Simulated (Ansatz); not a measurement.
A search over several starts for the lowest SCF solution of Li₁₀⁺ (started as a model of: Li10 tetrahedron) at the given spin, in a small basis.

```yaml
crystal:
  periodic: [false, false, false]
  atoms:
    - {symbol: Li, position_ang: [-2.207365, -2.194318, -2.211841]}
    - {symbol: Li, position_ang: [-0.008722, 0.006924, -2.002751]}
    - {symbol: Li, position_ang: [2.190160, 2.210679, -2.194542]}
    - {symbol: Li, position_ang: [-0.005267, -2.007927, -0.001467]}
    - {symbol: Li, position_ang: [1.998914, 0.004498, 0.005504]}
    - {symbol: Li, position_ang: [2.204111, -2.205659, 2.196840]}
    - {symbol: Li, position_ang: [-2.016983, -0.000598, 0.003940]}
    - {symbol: Li, position_ang: [-0.012910, 2.010983, 0.010549]}
    - {symbol: Li, position_ang: [-0.008589, -0.002790, 2.012424]}
    - {symbol: Li, position_ang: [-2.216349, 2.202008, 2.210843]}
basis:
  gaussian: {orbitals: def2-SVP}
total_charge: 1
magnetization: {spin_polarized: true, initial_magnetization: 1}
hamiltonian: {xc: pbe0}
output: {orbitals: {seedname: orbitals}}
```

```sh
$ ansatz run in.yaml --threads 4 --pin off --events-out ev --progress --plain --max-ram 3916MiB
```

It prints (some lines left out):

```
Functional definition: PBE0
1290 factors; integrals over basis functions are off by at most 9.9e-5 eV
mean field evaluation 1: about -2027.0621 eV, gradient 2.0e1 eV
mean field evaluation 2: about -2019.3438 eV, gradient 2.4e1 eV
mean field evaluation 4: about -2034.5554 eV, gradient 6.4e-1 eV
mean field evaluation 8: about -2034.9506 eV, gradient 1.2e-1 eV
mean field evaluation 16: about -2034.9513 eV, gradient 2.9e-3 eV
mean field evaluation 32: about -2034.9513 eV, gradient 5.5e-5 eV
mean field evaluation 64: about -2034.9046 eV, gradient 3.5e-1 eV
mean field evaluation 96: about -2034.2604 eV, gradient 9.9e-1 eV
mean field -2034.95128295 eV, -74.7830803088 hartree, gradient 1.1e-5 eV, S^2 0.759252; 10 other end points of the search recorded, 0 dependent functions left out
reference -2034.95134337 eV, -74.7830825292 hartree; 15, 14 occupied and 75, 76 virtual orbitals, 1290 factors
Total energy: -2034.95134337 eV, -74.7830825292 hartree
```

It took 13 s on 4 threads of Arm Neoverse V1 on a shared host.
